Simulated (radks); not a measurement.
Task: Cr V, configuration [Ar] 3d2. Method: non-relativistic Kohn-Sham, BLYP, spin-polarised, spherical densities, point nucleus; open shells are filled with parallel spins first; computed with a radial shooting solver on a logarithmic mesh with Libxc functionals. Some entries of the table are withheld. Estimate them.

orbital,occ.,eigenvalue (eV),<r> (bohr)
1s down,1,-5897.515,0.06419
1s up,1,-5897.507,0.06419
2s up,1,-721.4925,0.2962
2s down,1,-720.4371,0.2959
2p up,3,-622.5921,0.2611
2p down,3,-621.7915,0.2608
3s up,1,-132.2291,0.8816
3s down,1,-129.6360,0.8840
3p up,3,-104.1756,(1)
3p down,3,-101.6412,(2)
3d up,2,(3),1.014
3d down,0,(4),1.029

Result: 
(1) 3p up <r> (bohr): 0.9180
(2) 3p down <r> (bohr): 0.9219
(3) 3d up eigenvalue (eV): -59.2885
(4) 3d down eigenvalue (eV): -56.8743
